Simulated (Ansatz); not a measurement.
Abridged output of a molecular run in Ansatz:

```
Functional definition: HF
1988 factors; integrals over basis functions are off by at most 1.2e-3 eV
mean field evaluation 1: about -99248.6335 eV, gradient 3.9e1 eV
mean field evaluation 2: about -99248.9602 eV, gradient 4.0e1 eV
mean field evaluation 4: about -99252.5449 eV, gradient 4.1e0 eV
mean field evaluation 8: about -99252.6171 eV, gradient 3.9e-1 eV
mean field evaluation 16: about -99252.6188 eV, gradient 2.9e-6 eV
mean field -99252.61877788 eV, -3647.4664642456 hartree, gradient 2.9e-6 eV, S^2 0.000000; 0 other end points of the search recorded, 0 dependent functions left out
25 core orbitals not correlated: weight in the atoms' cores, before any rotation towards them, 1.000 or more for the frozen orbitals, at most 0.000 for the correlated occupied ones
reference -99252.61877788 eV, -3647.4664642456 hartree; 29, 29 occupied and 246, 246 virtual orbitals, 1988 factors
second order -37.41933078 eV of doubles, -0.00000000 eV of singles
cycle   1  -37.41226416 eV  change    7.1e-3 eV  update   1.4e-1
cycle   2  -38.28757647 eV  change   -8.8e-1 eV  update   4.1e-2
cycle   3  -38.48195796 eV  change   -1.9e-1 eV  update   2.3e-2
cycle   4  -38.46523834 eV  change    1.7e-2 eV  update   6.1e-3
cycle   5  -38.45787913 eV  change    7.4e-3 eV  update   3.2e-3
cycle   6  -38.45955790 eV  change   -1.7e-3 eV  update   1.2e-3
cycle   7  -38.45940083 eV  change    1.6e-4 eV  update   5.5e-4
cycle   8  -38.45922112 eV  change    1.8e-4 eV  update   1.9e-4
cycle   9  -38.45932004 eV  change   -9.9e-5 eV  update   8.6e-5
cycle  10  -38.45934098 eV  change   -2.1e-5 eV  update   2.8e-5
perturbative correction -1.51583139 eV, -0.0557057761 hartree
Total energy: -99292.59395025 eV, -3648.9355247342 hartree
```

Its atoms:

Z-matrix (Å, degrees):
```
C
O 1 1.415
H 1 1.096 2 111.8
H 1 1.096 2 112.1 3 -122.5
H 1 1.092 2 107.2 3 118.6
Sn 2 1.939 1 120.2 3 65.0
Cl 6 2.310 2 109.9 1 -63.6
Cl 6 2.316 2 106.3 1 50.8
Se 6 2.487 2 109.2 1 175.3
H 9 1.471 6 89.3 2 -42.5
```

**Question.** Which basis set was used?
A. def2-TZVPP
B. def2-TZVPPD
C. def2-SVP
D. cc-pV(D+d)Z

**Answer.** A. It gives 300 functions.

**Question.** Write the keys of the input that set method, charge and spin (a neutral closed shell needs none for the last two).

**Answer.** 
```yaml
correlation: {method: ccsd_t}
```
